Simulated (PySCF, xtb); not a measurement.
H₄SSi₂, SMILES [SiH3][Si]S (connectivity only; charge and spin as stated), neutral, multiplicity 1.

GFN2-xTB (xtb) at its own geometry gives an orbital gap of 1.78 eV and a dipole moment of 1.99 D.

The structure is a stationary point at B3LYP-D3(BJ)/def2-TZVP. Other conformers were not sampled.

**Question.** What does CAM-B3LYP/def2-TZVPD (PySCF) give? (An estimate is asked for; the answer gives what the named calculation found.)

**Answer.** gap 6.06 eV (levels -7.74 and -1.68 eV), dipole 0.91 D.
